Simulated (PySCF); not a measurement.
SMILES Cl[C]Cl, singlet (CAM-B3LYP/def2-SVP optimised geometry):

```
3

Cl    -1.145     0.807     0.000
C     -0.569    -0.807     0.000
Cl     1.145    -0.807     0.000
```

Method: PySCF with CAM-B3LYP/def2-TZVP.

Problem. What are the frontier orbital energies and the dipole moment?

Solution. HOMO-2 -11.41 eV, HOMO-1 -10.85 eV, HOMO -8.92 eV, LUMO -2.13 eV, LUMO+1 1.30 eV; dipole moment 1.22 D.

On the same geometry PBE/def2-TZVP (PySCF) gives HOMO-2 -8.76 eV, HOMO-1 -8.02 eV, HOMO -6.14 eV, LUMO -4.33 eV, LUMO+1 -1.00 eV; dipole moment 1.27 D.

Meta-Löwdin charges at CAM-B3LYP/def2-TZVP: Cl1 0.08, C2 -0.17, Cl3 0.08.
